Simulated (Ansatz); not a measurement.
ClH₅SSi₂, SMILES [SiH3]S[SiH2]Cl.

Geometry: PBE0-D3(BJ)/def2-SVP. The structure was generated by enumeration, and PubChem lists no compound with its InChIKey, so it may never have been made. One conformer was computed; it need not be the lowest.

Two levels are set side by side: PBE/def2-SVPD (Ansatz, a program for electronic structure) and PBE0/def2-SVPD (Ansatz). Energy differences of separate SCF runs at the same geometry; the states with an electron removed or added have multiplicity 2 and 2. Differences are taken from unrounded values.

```json
[
 {"quantity": "vertical ionisation energy (eV)", "PBE0": "9.77", "PBE": "9.54", "PBE minus PBE0": "-0.23"},
 {"quantity": "vertical singlet–triplet gap (eV)", "PBE0": "5.72", "PBE": "5.37", "PBE minus PBE0": "-0.34"}
]
```
